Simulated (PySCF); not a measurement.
Distorted geometries of [Sm(H2O)]2+

[Sm(H2O)]2+ (singlet in the valence; each metal's 4f electrons, 6 of them, lie in its core potential, out of spins and levels). PySCF 2.14.0, RKS TPSS, Sm lcecp-0-SVP with ECP52, O def2-SVP, H def2-SVP; non-relativistic Hamiltonian with scalar-relativistic core potentials where named; density fitting; no spin-orbit coupling. Relaxed geometry:

```xyz
4

Sm    0.0000    0.0000   -0.1406
O     0.0000    0.0000    2.3050
H     0.7735    0.0000    2.9167
H    -0.7735    0.0000    2.9167
```

Task: Order these distorted geometries by energy above the relaxed one, lowest first.
A.
```xyz
4

Sm    0.0190    0.0104   -0.1740
O    -0.0218   -0.0211    2.2943
H     0.7955   -0.0116    2.9335
H    -0.7927    0.0223    2.9440
```
B.
```xyz
4

Sm   -0.1259    0.0473   -0.1716
O     0.0468   -0.1403    2.2988
H     0.7285    0.0771    2.8714
H    -0.6495    0.0159    2.9992
```
C.
```xyz
4

Sm   -0.0076   -0.0685   -0.0272
O    -0.2195   -0.0286    2.3244
H     0.6562    0.0834    2.7694
H    -0.4290    0.0137    2.9312
```

Result: A (0.07 eV), B (0.29 eV), C (7.49 eV).

Task: Which forces (eV/Å) act in the one that lies 0.29 eV up?

Result: 
```
Sm   0.02 -0.11  0.15
O   -3.47 -0.08 -1.23
H    3.99  0.65  1.91
H   -0.54 -0.47 -0.83
```
Forces carry noise of the integration grid, about 0.01 to 0.03 eV/Å.

No frequency check is given that shows the relaxed geometry to be a minimum. An lcecp potential fixes the number of 4f electrons, so in runs with it no electron can move into or out of that shell.
